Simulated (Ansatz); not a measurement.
Compare A (`O/C=C/[SiH2][SiH3]`) with its isomer B (`CC1(O)[SiH2][SiH2]1`).

Gas-phase electronic energies from Ansatz, PBE0-D4/def2-TZVP geometries. CCSD(T)/CBS adds triple-zeta CCSD(T) − MP2 to the extrapolated MP2 energy (def2 sets, frozen cores). DFT in def2-TZVPP. B3LYP here is the variant with VWN-RPA as its local correlation; programs differ in this. Each species was taken in one conformer, which may not be the lowest.

Which is lower in electronic energy at CCSD(T)/CBS, and by how much? (An estimate is asked.)

The calculation gave: A, by 20.9 kcal/mol.

Give E(B) − E(A) in kcal/mol with PBE0-D4, CCSD/def2-TZVPP, CCSD(T)/def2-TZVPP, r2SCAN-D4, HF/def2-TZVPP, B3LYP-D4, B2PLYP. (Estimate.)

Ansatz gave: PBE0-D4 18.8, CCSD/def2-TZVPP 22.7, CCSD(T)/def2-TZVPP 21.8, r2SCAN-D4 20.3, HF/def2-TZVPP 31.6, B3LYP-D4 23.3, B2PLYP 23.5. None reverses the order clearly.

Largest T1 diagnostic: 0.013.

The D4 term adds −1.7 kcal/mol with B3LYP and −0.8 kcal/mol with PBE0; it sums over pairs of atoms, weighted by their polarisabilities, and B3LYP, whose exchange is more repulsive, gets the larger term. In def2-TZVPP, CCSD(T) changes the Hartree–Fock value by −9.9 kcal/mol (the triples alone add −0.9 kcal/mol) and MP2 by −11.5 kcal/mol.
